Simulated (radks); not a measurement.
The numbers below are computed, except where a source is named.
Problem. Valence configurations of neutral lead. Code: a radial shooting solver on a logarithmic mesh with Libxc functionals. Model: scalar-relativistic Kohn-Sham, PBE, spin-unpolarised, spherical densities, finite nucleus; Fermi nuclear charge, rms radius 5.5012 fm. Order these by energy: [Xe] 4f10 5d10 6s2 6p6; [Xe] 4f14 5d10 6s1 6p3; [Xe] 4f14 5d8 6s2 6p4; [Xe] 4f12 5d9 6s2 6p5; [Hg] 6p2; [Xe] 4f12 5d9.5 6s2 6p4.5; [Xe] 4f14 5d10 6p4; [Xe] 4f11 5d9 6s2 6p6; [Xe] 4f12 5d10 6s2 6p4; [Xe] 4f13 5d10 6s2 6p3.

Solution. From the lowest, in eV above it: [Hg] 6p2 0.000; [Xe] 4f14 5d10 6s1 6p3 8.722; [Xe] 4f14 5d10 6p4 17.805; [Xe] 4f14 5d8 6s2 6p4 41.930; [Xe] 4f13 5d10 6s2 6p3 138.48; [Xe] 4f12 5d10 6s2 6p4 295.48; [Xe] 4f12 5d9.5 6s2 6p4.5 309.81; [Xe] 4f12 5d9 6s2 6p5 325.01; [Xe] 4f11 5d9 6s2 6p6 506.60; [Xe] 4f10 5d10 6s2 6p6 667.67. NIST lists [Hg] 6p2 as the ground configuration; this level of theory agrees among the configurations tried. The energies are those of spherical spin-averaged densities, not of single terms.
